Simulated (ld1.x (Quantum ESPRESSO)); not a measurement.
## Which change was made? (P, TM)

* Element: P (Z = 15)
* Generator: ld1.x (Quantum ESPRESSO) 7.5
* Type: norm-conserving Troullier–Martins (Kleinman–Bylander form)
* Functional: PBE
* Relativity: non-relativistic
* Frozen core: [Ne]
* Valence charge: 5
* Reference configuration: 3s2 3p1 (charge +2)
* Partial waves: 3p (bound): rc 1.50 bohr; 3d channel at -0.15 Ry: rc 1.35 bohr; 3s (bound): rc 1.10 bohr
* Local potential: the s channel
* Core correction: none

Cutoffs, loose and tight: the cutoffs (Ry, on a coarse ladder) from which the occupation-weighted sum of valence levels, in a spherical-Bessel basis at the reference potential, stays within 10 and 1 mRy of its value at 400 Ry. They do not see the model core or the augmentation charge, which bear on the density cutoff. Test errors are all-electron minus pseudo excitation energies from the reference, over the configurations 3s2 3p3; 3s2 3p2; 3s2 3p0; 3s2 3p2.5; 3s1 3p4; 3s2 3p3.3; 3s1 3p3; variants that change the core or the reference have their own tests.

The base gives: outcome: generated; cutoff, loose: 70 Ry; cutoff, tight: 200 Ry; bound ghosts: none; largest test error (meV): +74.

(1) After one change the result is: outcome: generated; cutoff, loose: 70 Ry; cutoff, tight: 200 Ry; bound ghosts: none; largest test error (meV): +40. Which change was it?
A. reference 3s2 3p2
B. local potential the d channel
C. core correction a·sin(br)/r model core inside 0.62 bohr
D. wave 3s (bound): rc 1.10 bohr becomes 3s (bound): rc 1.00 bohr

Results:

(1) C. The others give: wave 3s (bound): rc 1.10 bohr becomes 3s (bound): rc 1.00 bohr → outcome: generated; cutoff, loose: 180 Ry; cutoff, tight: over 300 Ry; bound ghosts: none; largest test error (meV): +106 | local potential the d channel → outcome: generated; cutoff, loose: 70 Ry; cutoff, tight: 200 Ry; bound ghosts: s; largest test error (meV): +186 | reference 3s2 3p2 → outcome: generated; cutoff, loose: 70 Ry; cutoff, tight: 180 Ry; bound ghosts: none; largest test error (meV): +239.
